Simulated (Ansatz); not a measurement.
A further run on SnF₂.

```yaml
crystal:
  periodic: [false, false, false]
  atoms:
    - {symbol: Sn, position_ang: [0.005430, -0.007548, -0.863456]}
    - {symbol: F, position_ang: [1.430626, -0.018342, 0.440941]}
    - {symbol: F, position_ang: [-1.436066, 0.025890, 0.422515]}
basis:
  gaussian: {orbitals: ANO-RCC-VTZP}
hamiltonian: {xc: {name: HSE06}, dispersion: d3bjatm}
scf: {lower_state_search: off}
output: {forces: true}
```

```sh
$ ansatz run in.yaml --threads 4 --pin off --events-out ev --progress --plain --max-ram 3916MiB
```

It prints (some lines left out):

```
Functional definition: HSE06
935 factors; integrals over basis functions are off by at most 6.7e-4 eV
51 factors; integrals over basis functions are off by at most 1.3e-5 eV
mean field evaluation 1: about -173495.7407 eV, gradient 5.7e1 eV
mean field evaluation 2: about -173460.2840 eV, gradient 1.6e2 eV
mean field evaluation 4: about -173500.8227 eV, gradient 4.0e0 eV
mean field evaluation 8: about -173500.8728 eV, gradient 9.7e-2 eV
mean field evaluation 16: about -173500.8728 eV, gradient 1.2e-5 eV
mean field -173500.87281993 eV, -6376.0394730171 hartree, gradient 1.2e-6 eV, S^2 0.000000; 0 other end points of the search recorded, 0 dependent functions left out
reference -173500.87289786 eV, -6376.0394758809 hartree; 34, 34 occupied and 94, 94 virtual orbitals, 935 factors
Total energy: -173500.89625640 eV, -6376.0403342913 hartree
Relativity: scalar
Atom 0 at     0.005430    -0.007548    -0.863456 Å, force     0.000373    -0.000518    -0.059227 eV/Å
Atom 1 at     1.430626    -0.018342     0.440941 Å, force     0.011814     0.000074     0.029690 eV/Å
Atom 2 at    -1.436066     0.025890     0.422515 Å, force    -0.012187     0.000444     0.029536 eV/Å
Dipole moment:     0.004970    -0.006904    -0.789771 e Å
Checks for a lower state left out: stability, starts, cluster_reference, orbital_swaps, neighbouring_geometries, increment
```

Hardware: 4 threads of AMD EPYC 7R43 on a shared host. Wall time 6.5 s.

DK, ANO-RCC and x2c sets are all-electron and run with scalar relativity unless a key says otherwise. HSE06 is defined as in plane-wave codes, on full-range PBE exchange.
